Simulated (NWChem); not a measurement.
Species: NH$_{3}$SeO; SMILES N[Se]O

```xyz
6

Se     0.4081     0.0040    -0.0059
O     -0.6997    -1.4742    -0.0714
H     -0.8812    -1.7076     0.8551
N     -0.6955     1.4668    -0.0072
H     -1.2782     1.5499     0.8209
H     -1.2514     1.5496    -0.8538
```
Atoms are numbered in this order, from 1.

Program: NWChem. Coordinates come from a B3LYP/6-31G* (spherical d) optimisation.

For level TPSSh/def2-TZVP:

| Quantity | Result |
|---|---|
| highest occupied level (eV) | -5.92 |
| orbital gap (eV) | 4.85 |

Q: How do the values read with level PBE/def2-TZVP instead?

A: The highest occupied level (eV) is -5.29. The orbital gap (eV) is 3.73.
